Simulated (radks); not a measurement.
The iodine anion I-, [Xe], held by a Watson sphere: a shell of charge +1 at radius R that stands for the Madelung well of a crystal (potential energy -1/R inside, -1/r outside, in hartree with lengths in bohr). Method: scalar-relativistic Kohn-Sham, LDA (Slater exchange, VWN5 correlation), spin-polarised, spherical densities, point nucleus; computed with a radial shooting solver on a logarithmic mesh with Libxc functionals. Response by self-consistent Sternheimer equations with the Hartree and adiabatic LDA kernel, the relativistic mass of each level held fixed and spin-orbit coupling left out. The sphere does not respond.

R (bohr),e(4d) (eV),e(5s) (eV),e(5p) (eV),<r> 5p (bohr),sum of <r^2> (bohr^2),X-ray form factor at sin(theta)/lambda = 0.2 1/angstrom,alpha (bohr^3)
2.57,-49.602,-17.856,-7.701,2.485,69.19,42.397,36.86
2.76,-49.416,-17.601,-7.522,2.508,70.10,42.372,38.69
2.99,-49.210,-17.306,-7.292,2.534,71.14,42.349,41.04
3.01,-49.193,-17.281,-7.272,2.536,71.23,42.347,41.25
3.24,-48.995,-17.001,-7.033,2.559,72.18,42.332,43.71
3.49,-48.783,-16.712,-6.772,2.581,73.12,42.321,46.43
3.76,-48.553,-16.416,-6.493,2.602,74.02,42.315,49.37
5.58,-47.130,-14.822,-4.902,2.676,77.60,42.313,66.28
